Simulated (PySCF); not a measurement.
4,4'-bipyridine, C₁₀H₈N₂.
Numbering: `[cH:1]1[cH:2][c:3](-[c:4]2[cH:5][cH:6][n:7][cH:8][cH:9]2)[cH:10][cH:11][n:12]1` (hydrogens: H13 on C1; H14 on C2; H15 on C5; H16 on C6; H17 on C8; H18 on C9; H19 on C10; H20 on C11)

Geometry (PBE0-D3(BJ)/def2-SVP, Å), atoms numbered from 1 in this order:
```xyz
20
C10H8N2 angstrom
C     -3.001    0.909   -0.203
C     -1.626    1.132   -0.176
C     -0.758    0.035   -0.112
C      0.709    0.210   -0.078
C      1.339    1.244   -0.782
C      2.725    1.363   -0.713
N      3.503    0.548   -0.007
C      2.908   -0.435    0.663
C      1.531   -0.648    0.661
C     -1.344   -1.236   -0.082
C     -2.732   -1.345   -0.116
N     -3.554   -0.301   -0.174
H     -3.690    1.761   -0.242
H     -1.238    2.152   -0.178
H      0.760    1.935   -1.398
H      3.231    2.164   -1.266
H      3.561   -1.096    1.245
H      1.104   -1.461    1.252
H     -0.726   -2.136   -0.056
H     -3.202   -2.336   -0.100
```

Level: PBE0/pcSseg-1 in PySCF, non-relativistic, on one gas-phase PBE0-D3(BJ)/def2-SVP geometry that isn't relaxed in the solvent. The solvent is an IEF-PCM continuum (cavity from Bondi-type radii × 1.2). The model holds no explicit solvent molecules, cavitation or dispersion.

Gas phase at PBE0/pcSseg-1: HOMO -7.63 eV, LUMO -1.89 eV, dipole 0.00 D.

Question: What does the continuum do to the energy, the frontier levels and the dipole at PBE0/pcSseg-1 in acetone?

Answer: 
```csv
solvent,ε,E(solvent) − E(gas) (kcal/mol),polarisation term (kcal/mol),distortion of the solute (kcal/mol),HOMO (eV),LUMO (eV),dipole (D)
acetone,20.49,-8.16,-9.63,1.47,-7.71,-1.82,0.01
```

The first energy column is the sum of the next two and covers electrostatics alone. Charge and dipole vanish, so a point-dipole model would give no lowering at all.

Question: Which IAO charges (PBE0/pcSseg-1) respond most in acetone (means over atoms taken as equivalent)?

Answer: 
```tsv
atoms	environment	gas (e)	solvent (e)	change
N7/N12	pyridine-type nitrogen	-0.274	-0.312	-0.038
H14/H15/H18/H19	aromatic hydrogen	+0.156	+0.172	+0.016
H13/H16/H17/H20	aromatic hydrogen	+0.156	+0.166	+0.010
C1/C6/C8/C11	aromatic CH next to a ring nitrogen	-0.005	-0.013	-0.008
C2/C5/C9/C10	aromatic CH carbon	-0.180	-0.179	+0.001
C3/C4	substituted aromatic carbon	+0.021	+0.021	0.000
```

Question: Which Mayer bond orders change most in acetone?

Answer: 
```csv
bond,length (Å),gas,solvent,change
C8–C9,1.393,1.405,1.422,+0.017
C10–C11,1.393,1.405,1.422,+0.017
C1–C2,1.393,1.406,1.422,+0.016
C5–C6,1.393,1.406,1.422,+0.016
N12–C1,1.330,1.475,1.460,-0.015
C6–N7,1.330,1.475,1.461,-0.014
N7–C8,1.330,1.475,1.461,-0.014
C11–N12,1.330,1.475,1.461,-0.014
```

Question: How do the nuclear quadrupole coupling constants eQVzz/h respond in acetone?

Answer: 
```
   nucleus  Q (barn)  gas (MHz)  solvent (MHz)  η gas  η solvent
 14N at N7   0.02044      -5.47          -5.25   0.38       0.36
14N at N12   0.02044      -5.47          -5.25   0.37       0.36
```

On an AMD EPYC 7B13 with one thread, shared host, this took 47 s wall and 1.3 GiB of memory at its peak. This is the whole shielding run at PBE0/pcSseg-1 in acetone, SCF included.
